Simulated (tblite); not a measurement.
Scan of H2B (anion, charge -1), singlet: map of symmetric stretch and bend. Scanned: B-H bond length and H-B-H angle.

Method: tblite 0.5.0 with GFN2-xTB, 300 K electronic temperature.

Energy in kJ/mol above the lowest grid point; x is the B-H bond length (Å), y the H-B-H angle (°).

```csv
y \ x,1.06,1.12,1.19,1.25,1.31,1.38,1.44,1.50,1.56,1.62,1.69
180,311.1,268.1,247.2,245.3,252.6,268.1,284.4,302.1,320.2,328.0,330.0
170,296.3,251.7,228.5,223.7,227.0,234.8,240.1,240.5,239.3,239.4,241.6
160,272.7,224.3,196.0,186.1,183.5,184.2,184.2,181.9,181.1,184.0,190.7
150,240.4,187.9,154.8,141.0,135.0,133.0,131.9,129.9,131.0,136.8,147.3
140,206.1,150.2,113.7,97.7,90.3,87.7,87.1,86.3,89.5,97.8,111.5
130,175.3,116.8,78.0,60.8,53.0,50.8,51.1,51.6,56.6,67.1,83.2
120,152.0,91.2,50.8,32.9,25.0,23.3,24.5,26.2,32.6,44.6,62.6
110,139.3,76.3,34.1,15.5,7.4,6.0,7.9,10.3,17.7,30.8,49.9
100,140.8,74.9,30.4,10.5,1.6,0.0,1.9,4.7,12.6,26.1,45.9
90,161.0,90.9,42.7,20.6,10.1,7.1,8.4,10.8,18.5,32.0,51.6
80,207.5,131.1,77.0,50.7,37.0,31.1,30.5,31.5,38.1,50.5,69.2
70,291.8,206.7,143.3,110.3,90.7,79.2,74.7,72.6,76.5,86.5,102.6
```

Points that lie below all their neighbours on the grid: x = 1.38, y = 100 (0.0 kJ/mol).
